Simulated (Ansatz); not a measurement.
A nudged elastic band was laid between two geometries of H2S + H4HfO4 (12 atoms, charge 0, multiplicity 1).

Theory: RHF/def2-SVP (Ansatz).

```
movable images  : 5
climbing image  : yes
spring          : 5.0 eV/Å²
optimiser       : quadratic models (default)
start path      : through a guess of the saddle point
force threshold : 0.03 eV/Å
iteration limit : 60
end points      : relaxed
```

First end point:

```xyz
12
Properties=species:S:1:pos:R:3
Hf -0.316 -0.407 0.063
O -0.280 -0.159 2.004
H -0.435 -0.270 2.923
O 1.506 -0.599 -0.583
H 2.368 -0.671 -0.946
O -1.189 1.107 -0.777
H -1.504 1.916 -1.132
O -1.314 -2.018 -0.349
H -1.806 -2.772 -0.610
S 1.817 2.979 1.807
H 2.890 2.227 1.557
H 1.088 1.956 2.260
```

Last end point:

```xyz
12
Properties=species:S:1:pos:R:3
Hf 0.215 0.307 0.149
O 0.745 -0.633 2.283
H -0.030 -1.092 2.586
O 1.722 -0.655 -0.592
H 2.443 -1.109 -0.984
O -0.543 1.230 -1.370
H -0.873 1.665 -2.133
O -1.323 -0.832 0.694
H -2.155 -1.069 0.322
S 0.796 2.349 1.583
H 0.679 3.310 0.665
H 1.150 -0.182 3.012
```

Problem. Which bonds break or form, and what moves?

Solution. Bonds broken: S10–H12. Bonds formed: Hf1–S10, O2–H12. H2S + H4HfO4 becomes H6HfO4S.

Problem. Give the energies along the band, and the barrier.

Solution. The forces met the threshold. The highest image is number 2 of 0 to 6, 19.3 kcal/mol above the first end and 23.5 kcal/mol above the last; the last end lies 4.2 kcal/mol below the first. A vibrational analysis at the climbing image gives one clearly imaginary mode, 1487i cm⁻¹: a first-order saddle point. The orbitals stay closed-shell, which can raise the energy where a bond breaks towards radicals; this wasn't checked here.

| image | path coordinate (Å) | energy (kcal/mol) | S10–H12 (Å) | Hf1–S10 (Å) | O2–H12 (Å) |
| --- | --- | --- | --- | --- | --- |
| 0 | 0.00 | 0.0 | 1.34 | 4.37 | 2.53 |
| 1 | 1.01 | 2.2 | 1.34 | 3.53 | 2.13 |
| 2 | 2.03 | 19.3 | 1.60 | 2.96 | 1.24 |
| 3 | 3.38 | 2.1 | 2.64 | 2.63 | 0.95 |
| 4 | 4.73 | -1.3 | 2.90 | 2.58 | 0.95 |
| 5 | 6.09 | -1.9 | 2.83 | 2.58 | 0.95 |
| 6 | 7.44 | -4.2 | 2.93 | 2.56 | 0.95 |

Problem. What is the geometry of the highest image?

Solution. 
```xyz
12
Properties=species:S:1:pos:R:3
Hf -0.009 0.022 0.126
O -0.016 0.115 2.249
H -0.362 -0.376 2.979
O 1.651 -0.473 -0.734
H 2.377 -0.725 -1.272
O -1.119 1.245 -0.879
H -1.446 1.991 -1.346
O -1.051 -1.614 0.101
H -1.650 -2.292 -0.148
S 1.294 2.345 1.418
H 2.543 1.872 1.440
H 0.613 1.181 2.281
```

Problem. What are the harmonic wavenumbers there?

Solution. 1487i, 64, 113, 124, 149, 166, 188, 193, 229, 279, 296, 310, 334, 344, 393, 422, 459, 499, 570, 688, 705, 736, 751, 1276, 1547, 2858, 4189, 4304, 4307, 4316 cm⁻¹.

Time of the run: 2.6 min on 4 threads of AMD EPYC 9R45 96-Core Processor (Zen 5), on a shared host, peak memory 0.39 GiB.
